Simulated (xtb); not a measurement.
Mg, charge -1, doublet (GFN-xTB shapes and energies of metal compounds can be far from the true ones) (a state made from the parent by changing its charge; the spin is typed, not shown lowest); GFN2-xTB in xtb.

Input for xtb:
```
$ xtb mol.xyz --gfn 2 --chrg -1 --uhf 1 --json

# file mol.xyz
1

Mg     0.00000000     0.00000000     0.00000000
```

The log (banner, timings and long lists left out):

```
   ID    Z sym.   atoms
    1   12 Mg     1

           -------------------------------------------------
          |                Calculation Setup                |
           -------------------------------------------------

           -------------------------------------------------
          |                 G F N 2 - x T B                 |
           -------------------------------------------------

          ...................................................
          :                      SETUP                      :
          :.................................................:
          :  # basis functions                  10          :
          :  # atomic orbitals                   9          :
          :  # shells                            3          :
          :  # electrons                         3          :
          :  max. iterations                   250          :
          :  Hamiltonian                  GFN2-xTB          :
          :  restarted?                      false          :
          :  GBSA solvation                  false          :
          :  PC potential                    false          :
          :  electronic temp.          300.0000000     K    :
          :  accuracy                    1.0000000          :
          :  -> integral cutoff          0.2500000E+02      :
          :  -> integral neglect         0.1000000E-07      :
          :  -> SCF convergence          0.1000000E-05 Eh   :
          :  -> wf. convergence          0.1000000E-03 e    :
          :  Broyden damping             0.4000000          :
          :  net charge                         -1          :
          :  unpaired electrons                  1          :
          ...................................................

 iter      E             dE          RMSdq      gap      omega  full diag
   1     -0.3777254 -0.377725E+00  0.141E+01    0.00       0.0  T
   2     -0.3777254  0.000000E+00  0.113E+01    0.00       0.0  T
   3     -0.3777254  0.000000E+00  0.871E+00    0.00       0.0  T
   4     -0.3777254  0.000000E+00  0.697E+00    0.00       0.0  T
   5     -0.3777254  0.000000E+00  0.558E+00    0.00       0.0  T
   6     -0.3777254  0.000000E+00  0.446E+00    0.00       0.0  T
   7     -0.3777254  0.000000E+00  0.357E+00    0.00       0.0  T
   8     -0.3777254  0.000000E+00  0.285E+00    0.00       0.0  T
   9     -0.3777254  0.000000E+00  0.228E+00    0.00       0.0  T
[...]
         :: total energy              -0.377725352159 Eh    ::
[...]

         #    Occupation            Energy/Eh            Energy/eV
      -------------------------------------------------------------
         1        2.0000            0.1032146               2.8086
         2        0.2000            0.2152707               5.8578 (HOMO)
         3        0.2000            0.2152707               5.8578 (LUMO)
         4        0.2000            0.2152707               5.8578
         5        0.2000            0.2152707               5.8578
         6        0.2000            0.2152707               5.8578
         7                          0.5519377              15.0190
         8                          0.5519377              15.0190
         9                          0.5519377              15.0190
      -------------------------------------------------------------
                  HL-Gap            0.0000000 Eh            0.0000 eV
             Fermi-level            0.1865981 Eh            5.0776 eV

     #   Z          covCN         q      C6AA      α(0)
     1  12 Mg       0.000    -1.000   889.890    85.078

 Mol. C6AA /au·bohr⁶  :        889.890388
 Mol. C8AA /au·bohr⁸  :      79673.474635
 Mol. α(0) /au        :         85.078138

Wiberg/Mayer (AO) data.
largest (>0.10) Wiberg bond orders for each atom

 ---------------------------------------------------------------------------
     #   Z sym  total        # sym  WBO       # sym  WBO       # sym  WBO
 ---------------------------------------------------------------------------
     1  12 Mg   0.000
 ---------------------------------------------------------------------------

molecular dipole:
                 x           y           z       tot (Debye)
 q only:        0.000       0.000       0.000
   full:        0.000       0.000       0.000       0.000
molecular quadrupole (traceless):
                xx          xy          yy          xz          yz          zz
 q only:        0.000       0.000       0.000       0.000       0.000       0.000
  q+dip:        0.000       0.000       0.000       0.000       0.000       0.000
   full:        0.000       0.000       0.000       0.000       0.000       0.000

           -------------------------------------------------
          | TOTAL ENERGY               -0.377725352159 Eh   |
          | GRADIENT NORM               0.000000000000 Eh/α |
          | HOMO-LUMO GAP               0.000000000000 eV   |
           -------------------------------------------------

normal termination of xtb
```
